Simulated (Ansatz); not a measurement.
Relaxation of ClGaH₅NO₂ (10 atoms, charge 0, multiplicity 1), to a largest force component of 0.03 eV/Å in at most 50 steps.

All numbers below come from RKS B3LYP-D4/def2-SVP in Ansatz.

```xyz
10
Properties=species:S:1:pos:R:3:forces:R:3
Ga 0.095 -0.607 -0.545 -0.03 0.19 0.50
N 0.072 -0.095 2.525 0.16 -0.67 -0.68
H -0.660 -0.111 3.234 0.00 0.01 0.00
H 0.897 0.337 2.941 -0.01 0.01 0.00
Cl 1.834 0.549 -1.004 0.00 -0.01 0.00
O -1.457 -0.114 -1.269 0.00 0.00 -0.01
H -2.225 -0.591 -0.930 0.00 0.00 0.00
O 0.361 -2.140 0.351 0.03 -0.16 -0.04
H -0.376 -2.763 0.305 0.00 0.00 -0.01
H 0.319 -1.078 2.293 -0.15 0.63 0.24
```

Where does it end, and by what steps?

The forces met the threshold. After 14 steps the energy has fallen by 1.030 eV; O6 moved furthest, 1.24 Å. Joined: Ga1–N2 (3.11 → 2.07 Å).

```csv
step,energy less start (eV),largest force component (eV/Å),accepted
0,0.0000,0.678,yes
1,-0.1802,0.486,yes
2,-0.4374,0.683,yes
3,-0.6849,0.503,yes
4,-0.7638,1.425,yes
5,-0.8555,0.678,yes
6,-0.9100,0.551,yes
7,-0.9582,0.179,yes
8,-0.9871,0.252,yes
9,-0.9976,0.461,yes
10,-1.0196,0.091,yes
11,-1.0206,0.119,yes
12,-0.9463,1.613,no
13,-1.0289,0.034,yes
14,-1.0300,0.015,yes
```

```xyz
10
Properties=species:S:1:pos:R:3
Ga -0.076 -0.765 0.136
N 0.083 -0.181 2.120
H -0.768 0.334 2.359
H 0.894 0.421 2.274
Cl 1.670 0.198 -0.789
O -1.690 0.025 -0.058
H -2.105 -0.101 -0.919
O 0.022 -2.561 0.319
H 0.669 -2.978 -0.262
H 0.159 -1.004 2.721
```

Whether the end is a true minimum wasn't checked by a vibrational analysis.

Time of the run: 35 s on 4 threads of Arm Neoverse V1, with other jobs on the host, peak memory 0.3 GiB.
